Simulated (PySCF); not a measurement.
A PySCF script (with the pyscf-properties extension) for the NMR shieldings of `C=C1CBC(C)BC1`, C₆H₁₂B₂, on a GFN2-xTB geometry:

```python
import basis_set_exchange as bse
import numpy as np
from pyscf import gto, dft
from pyscf.prop import nmr

atoms = """
C     2.578867    0.608204    0.586048
C     1.619886    0.157573   -0.207340
C     0.858307    1.035578   -1.158120
B    -0.704863    0.942464   -0.947053
C    -1.209665   -0.009184    0.199412
C    -2.724210   -0.098868    0.412047
B    -0.428136   -1.364063    0.031243
C     1.133874   -1.262935   -0.184984
H     3.096766   -0.033805    1.279925
H     2.894962    1.638693    0.574002
H     1.216858    2.065656   -1.089770
H     1.080802    0.720905   -2.184553
H    -1.437991    1.529062   -1.648331
H    -0.752579    0.426724    1.101029
H    -3.204347   -0.523555   -0.466189
H    -3.153517    0.886311    0.587035
H    -2.963070   -0.731046    1.265501
H    -0.965767   -2.405083    0.021753
H     1.685721   -1.838946    0.561970
H     1.372954   -1.733007   -1.146356
"""
names = dict.fromkeys(["C", "B", "H"], "pcSseg-1")
basis = {el: gto.basis.parse(bse.get_basis(n, elements=[el], fmt="nwchem")) for el, n in names.items()}
mol = gto.M(atom=atoms, basis=basis, charge=0, verbose=0)
mf = dft.RKS(mol, xc="PBE0")
mf.grids.level = 2
mf.grids.alignment = dft.numint.BLKSIZE   # the property module wants whole blocks of grid points
mf.conv_tol = 1e-9
mf.kernel()

calc = nmr.RKS(mf)   # GIAO
C = mf.mo_coeff
Co = C[:, mf.mo_occ > 0]
resp = mf.gen_response(singlet=True, hermi=2)
def vind(x):   # induced exchange potential for any number of trial vectors
    d = np.einsum("pi,xij,qj->xpq", C, 2 * x.reshape(-1, C.shape[1], Co.shape[1]), Co, optimize=True)
    return np.einsum("xpq,pi,qj->xij", resp(d - d.transpose(0, 2, 1)), C, Co, optimize=True).ravel()
mo1, _ = nmr.rhf.solve_mo1(calc, with_cphf=vind)
sigma = calc.kernel(mo1)
for i, s in enumerate(sigma):   # ppm
    print("%2d %-2s %9.2f" % (i, mol.atom_pure_symbol(i), np.trace(s) / 3))
```

Q: Give the expected output.

A: 
```
 0 C      75.55
 1 C      29.07
 2 C     142.14
 3 B       9.83
 4 C     127.16
 5 C     170.09
 6 B       9.86
 7 C     142.11
 8 H      26.78
 9 H      26.78
10 H      29.09
11 H      29.61
12 H      23.69
13 H      29.74
14 H      29.87
15 H      30.07
16 H      30.07
17 H      23.69
18 H      29.09
19 H      29.62
```

These numbers come from an equivalent density-fitted implementation of the same equations, which agrees with the script to about 0.01 ppm for H and up to a few tenths of a ppm for heavy atoms, so last digits may differ.

Size and cost of the density-fitted run: 196 basis functions, 73 s wall time on 1 thread of an Arm Neoverse N1, shared host; peak memory 0.82 GiB.
